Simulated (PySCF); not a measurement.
Dipole response of Ga (gallium, neutral)

[Ar] 3d10 4s2 4p1, 2P determinant. Calculation: PySCF 2.14, in ANO-RCC-VTZP (6s5p3d1f, 43 functions); the spin-free X2C one-electron Hamiltonian (Gaussian nucleus). Coupled (time-dependent) response in atomic units; α is the mean over directions. The basis has no added diffuse functions, which lowers α and C₆.

```csv
method,mean α (bohr³),"α xx, yy, zz",C₆ (like pair),S(−4)
UHF,34.07,"30.59, 41.02, 30.59",272.7,443.5
PBE,31.37,"26.53, 41.05, 26.53",239.9,398.8
PBE0,31.94,"27.53, 40.77, 27.53",247.4,399.6
r2SCAN0,31.67,"27.48, 40.05, 27.48",250.9,366.1
B97-3,32.13,"27.75, 40.89, 27.75",249.9,399.3
```

S(−4) is the Cauchy moment in α(ω) = α(0) + S(−4) ω² + …

Reference α: 50 ± 3 bohr³ (recommended; Schwerdtfeger and Nagle, table of static dipole polarizabilities (2023 update)). Published C₆: 498.0 (Chu and Dalgarno (2004); Tang, Norbeck and Certain (1976)).

Spin-orbit coupling is absent.

α(iu) at PBE0:

| u (hartree) | α(iu) (bohr³) |
| --- | --- |
| 0 | 31.94 |
| 0.0500 | 30.99 |
| 0.100 | 28.53 |
| 0.200 | 22.18 |
| 0.300 | 16.69 |
| 0.500 | 9.826 |
| 0.750 | 5.759 |
| 1.00 | 3.810 |
| 1.50 | 2.120 |
| 2.00 | 1.429 |
| 3.00 | 0.8611 |
| 5.00 | 0.4738 |

A single London oscillator, α(iu) = α/(1 + u²/ω²), gives C₆ = (3/4) ω α². Matching the computed C₆ needs ω = 4 × 247.4 / (3 × 31.94²) = 0.323 hartree.

The components differ because the open shell of this determinant is not spherical; for a pure term their mean is the scalar polarisability.
